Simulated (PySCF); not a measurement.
Iridium: a sound run and one with changed settings

Sound run: Ir⁺ [Xe] 4f14 5d7 6s1, Ir²⁺ [Xe] 4f14 5d7. All numbers are calculated (PySCF 2.14, a scalar-relativistic core potential, in def2-TZVP with the def2 core potential (60 electrons) (6s4p3d1f, 40 functions)). In the sound run the correlated levels freeze 5s2 5p6 outside the core potential. The sound run starts from symmetry-adapted Hartree-Fock orbitals and uses a fine grid where one is needed.

Changed run: all electrons correlated in a basis built for the valence shell.

```tsv
species	method	sound run (hartree)	changed run (hartree)	converged
Ir⁺	MP2	-103.31652	-103.46051	yes
Ir²⁺	MP2	-102.68363	-102.81509	yes
```

Ionisation energy of Ir⁺:

```tsv
method	sound run (eV)	changed run (eV)
UHF	16.334	16.334
MP2	17.222	17.563
SCS-MP2	16.949	17.264
```

A valence basis has no tight correlating functions, so it recovers only part of the core correlation, and not evenly between atom and ion.

For comparison, NIST gives 17 ± 0.3 eV between the lowest levels.
